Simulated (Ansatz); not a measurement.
A structure relaxed at PBE-D4/def2-SVP in Ansatz, charge 0, singlet:

```
atom   x (Å)   y (Å)   z (Å)
  V1   0.539  -0.288   0.514
  V2   0.136   1.062  -0.888
  S3   2.182   1.140   0.018
  S4  -1.197  -1.683   0.939
  S5  -1.660  -0.230  -0.584
```

Give its formula and point group.

the cluster V₂S₃. Point group Cs (tolerance 0.1 Å).

Summarise the bond lengths by kind (pairs closer than 1.2 times the sum of covalent radii, bridged metal pairs left out).

5 × S–V 2.23 to 2.46 Å; 1 × S–S 2.15 Å.

The restricted singlet is unstable towards broken spin symmetry at other levels; at PBE-D4/def2-SVP this wasn't settled. The relaxation made no stability test and no search for a lower SCF solution. No other spin state of charge 0 was run. Another isomer (singlet) lies 1.82 eV lower at PBE0-D4/def2-TZVP; other spin states weren't run for this one.
